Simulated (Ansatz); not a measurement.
`C=CCC=O` and `C=C[CH2][GeH3]` differ in one atom or group.

Ansatz, PBE0-D4/def2-TZVP geometries, multiplicity 1. Each molecule was computed in one conformer, which needn't be the lowest.

Scalar relativity is left out up to krypton.

```
                               property  `C=CCC=O`
     HOMO energy (PBE0/def2-TZVPP) / eV      -7.30
    LUMO energy (B3LYP/def2-TZVPP) / eV      -1.15
      HOMO energy (PBE/def2-TZVPP) / eV      -5.83
  HOMO energy (ωB97M-V/def2-TZVPP) / eV      -9.62
HOMO–LUMO gap (ωB97M-V/def2-TZVPP) / eV      11.01
     LUMO energy (PBE0/def2-TZVPP) / eV      -0.87
```

(1) What does the change do to each property? (Best estimate.)

Results:

(1) Ansatz gave: 
```csv
property,`C=C[CH2][GeH3]`,shift
HOMO energy (PBE0/def2-TZVPP) / eV,-7.10,0.20
LUMO energy (B3LYP/def2-TZVPP) / eV,-0.13,1.02
HOMO energy (PBE/def2-TZVPP) / eV,-6.04,-0.21
HOMO energy (ωB97M-V/def2-TZVPP) / eV,-9.28,0.34
HOMO–LUMO gap (ωB97M-V/def2-TZVPP) / eV,11.41,0.40
LUMO energy (PBE0/def2-TZVPP) / eV,0.11,0.98
```

With PBE0 the HOMO rises by 0.20 eV and the LUMO rises by 0.98 eV, so the gap widens by about 0.78 eV. PBE moves the HOMO by -0.21 eV and ωB97M-V by 0.34 eV.

B3LYP here is the variant with VWN-RPA as its local correlation; programs differ in this.
